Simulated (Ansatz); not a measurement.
`C[SiH2]/C=C/[SiH3]` + `[F][SnH]([F])[F]` → `[CH3][Sn]([F])([F])[F]` + `[SiH3]/C=C/[SiH3]` at 600 K and 1 bar (formal exchange of groups at a C–Si bond).

Gas-phase electronic energies from Ansatz, PBE0-D4/def2-TZVP geometries. CCSD(T)/CBS is the MP2 limit (def2-TZVPP, def2-QZVPP) plus CCSD(T) − MP2 in def2-TZVPP, frozen cores. This one scheme is used for every species. Double bonds are as drawn, so ΔE can hold a change between cis and trans. Elements past krypton have def2 core potentials. For Sn outer-core shells are correlated without core-valence functions, which leaves a few kJ/mol of doubt a bond. One conformer a species, not always the lowest.

```csv
species,CCSD(T)/CBS energy (Eh),H − E (kJ/mol),S (J/(mol·K))
`C[SiH2]/C=C/[SiH3]`,-698.31764,372.2,505.9
`[F][SnH]([F])[F]`,-514.09299,76.8,373.2
`[CH3][Sn]([F])([F])[F]`,-553.37465,170.0,451.2
`[SiH3]/C=C/[SiH3]`,-659.04033,281.3,438.6
```

H − E and S are ideal-gas, rigid-rotor, harmonic terms from PBE0-D4/def2-TZVP, for one conformer and one mirror image of each species. 1 Eh = 2625.50 kJ/mol, R = 8.31446 J/(mol·K).

By hand: ΔE, ΔH, ΔS and ΔG.

ΔE = (-553.37465) + (-659.04033) − (-698.31764) − (-514.09299) = -0.00435 Eh = -11.4 kJ/mol. Δ(H − E) = 170.0 + 281.3 − 372.2 − 76.8 = 2.3, so ΔH = -9.1 kJ/mol. ΔS = 451.2 + 438.6 − 505.9 − 373.2 = 10.7 J/(mol·K). ΔG = -9.1 − 600 × (10.7)/1000 = -15.5 kJ/mol.

By hand: the equilibrium constant, and the temperature at which ΔG would vanish if ΔH and ΔS stayed fixed.

log₁₀ K = −ΔG/(RT ln 10) = 1.3. ΔH and −TΔS have one sign here, so there is no such temperature.

TΔS isn't small against ΔH here. A doubt of 5 kJ/mol in ΔE shifts log₁₀ K by 0.4 here. Other conformers and mirror images would add mixing entropy, several J/(mol·K) or more a flexible species. Modes under 60 cm⁻¹, often nearly free rotors, make the harmonic entropy too high. These are equilibria of isolated gas molecules and say nothing of rates. Largest T1 diagnostic: 0.015 (customary marks: 0.02 for closed shells, 0.045 for open ones).

ΔS is within the doubt of such terms, so its sign, and with it that verdict, could turn.
